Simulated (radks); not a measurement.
Task: Spherical quantum dot in the effective-mass picture: electrons in a hard-walled sphere of radius 6.6, with a point charge +1 (a donor) at the centre, all in effective atomic units (hartree* = m*/eps^2 hartree, bohr* = eps/m* bohr), one dielectric constant everywhere. Calculated with a radial shooting solver with Libxc functionals: non-relativistic Kohn-Sham, LDA (Slater exchange, Perdew-Wang correlation), spin-polarised, spherical densities. Levels are named by radial order and angular momentum (1s, 1p, 1d, 2s, ...), and open shells are averaged over m. At N = 6 the configuration is 1s2 1p(up 3, down 1). Does electron 7 go into 2s down or 2s up or 1p down?

Result: Into 1p down. The total energies of the other choices lie higher by 0.0487 hartree* (2s up), 0.0594 hartree* (2s down).
